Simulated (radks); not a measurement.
Problem. The nitrogen anion N2-, [He] 2s2 2p5, held by a Watson sphere: a shell of charge +2 at radius R that stands for the Madelung well of a crystal (potential energy -2/R inside, -2/r outside, in hartree with lengths in bohr). All-electron calculation, scalar-relativistic Kohn-Sham, LDA (Slater exchange, Perdew-Wang correlation), spin-polarised, spherical densities, point nucleus; open shells are filled with parallel spins first. Program: a radial shooting solver on a logarithmic mesh with Libxc functionals. Response by self-consistent Sternheimer equations with the Hartree and adiabatic LDA kernel, the relativistic mass of each level held fixed and spin-orbit coupling left out. The sphere does not respond.

R (bohr)  e(2s down) (eV)  e(2p up) (eV)  e(2p down) (eV)  <r> 2p (bohr)  sum of <r^2> (bohr^2)  X-ray form factor at sin(theta)/lambda = 0.3 1/angstrom  alpha (bohr^3)
1.83              -18.189         -8.165           -7.167          1.669                  22.25                                                    3.340           15.07
1.98              -17.584         -7.705           -6.733          1.721                  23.48                                                    3.288           17.38
2.79              -15.033         -5.637           -4.748          1.991                  30.18                                                    3.181           37.10
3.11              -14.321         -5.015           -4.138          2.101                  32.93                                                    3.176           49.83
3.55              -13.547         -4.318           -3.441          2.263                  36.93                                                    3.177           74.58

Estimate the row for R = 2.12 bohr.

Solution. e(2s down) (eV) -17.056; e(2p up) (eV) -7.297; e(2p down) (eV) -6.345; <r> 2p (bohr) 1.768; sum of <r^2> (bohr^2) 24.63; X-ray form factor at sin(theta)/lambda = 0.3 1/angstrom 3.252; alpha (bohr^3) 19.84.
